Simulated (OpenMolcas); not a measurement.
**Ti2+: effect of the active space**

```
Program             : OpenMolcas
Method              : CASSCF or its RAS form
Basis               : ANO-RCC-VQZP
Scalar Hamiltonian  : DKH2, point nucleus
Spin-orbit coupling : RASSI with atomic mean-field integrals over the reference wave functions, term energies averaged over their components
```

A. 2 electrons in 5 orbitals (3d); 2S+1 = 3 even, 10 roots; 2S+1 = 1 even, 15 roots; cost about 7 core-seconds
B. 2 electrons in 6 orbitals (3d 4s); 2S+1 = 3 even, 15 roots; 2S+1 = 1 even, 20 roots kept (CI in the orbitals of an earlier block); cost about 14 core-seconds
C. 8 electrons in 8 orbitals (RAS1 3p, at most 2 holes; RAS2 3d); 2S+1 = 3 even, 10 roots; 2S+1 = 1 even, 15 roots; cost about 22 core-seconds
D. 2 electrons in 10 orbitals (3d 4d); 2S+1 = 3 even, 10 roots; 2S+1 = 1 even, 15 roots; cost of the order of 16 core-seconds

Energies in cm⁻¹ above 3d² ³F₂, the measured ground level; measured values from Corliss and Sugar, J. Phys. Chem. Ref. Data 8, 1 (1979).

| Level | A | B | C | D | Measured |
| --- | --- | --- | --- | --- | --- |
| 3d² ³F₂ | 0.0 | 0.0 | 0.0 | 0.0 | 0.0 |
| 3d² ³F₃ | 195 | 199 | 214 | 197 | 185 |
| 3d² ³F₄ | 450 | 459 | 492 | 454 | 420 |
| 3d² ¹D₂ | 11343 | 11392 | 10511 | 10861 | 8474 |
| 3d² ³P₀ | 13563 | 13748 | 13043 | 13060 | 10538 |
| 3d² ³P₁ | 13630 | 13817 | 13116 | 13126 | 10604 |
| 3d² ³P₂ | 13772 | 13961 | 13267 | 13266 | 10721 |
| 3d² ¹G₄ | 17475 | 17897 | 18486 | 16730 | 14398 |
| 3d² ¹S₀ | 42368 | 43346 | 38135 | 39582 | 32476 |

Deviations, from unrounded energies. A percentage is the sum of absolute deviations over the sum of measured energies, with the sign that they share, or ± where signs differ.

```tsv
Against measurement	Levels	A	B	C	D
mean absolute deviation (cm-1)	8	3100	3400	2400	2400
fine structure of the ground term (%)	2	+6.6	+8.8	+16.6	+7.6
other terms of the ground configuration (%)	6	+28.6	+30.9	+22.2	+22.3
```

C, D lie about equally close to measurement and B furthest from it. The largest miss of C in the table is 3d² ¹S₀, by +5700 cm-1. The ranking rests on the paired levels alone, and a cruder setting can come out closer through cancelling errors.

Among A to D the level of the table that moves most is 3d² ¹S₀, by 5200 cm-1 (lowest in C, highest in B).

Without dynamic correlation excited terms often stand tens of per cent too high (terms of higher spin than the ground term too low), and those without a measured partner can miss by more than the paired ones. Terms from blocks run as CI alone lack orbitals of their own (holds for B). Active for correlation alone: 3p; no level in the range computed is led by a configuration that opens it, so any true level of that kind is missing (holds for C). Active for correlation alone: 4d; no level in the range computed is led by a configuration that fills it, so any true level of that kind is missing (holds for D). Measured partners are found by configuration, term and J. A level has none where our copy of the source lacks it or the pairing is in doubt (some pairs that miss far off the trend of their configuration count as doubtful), and it then counts in no deviation. Levels of configurations outside the active space are missing. Levels that lie high or do not pair safely by name in every column are left out.
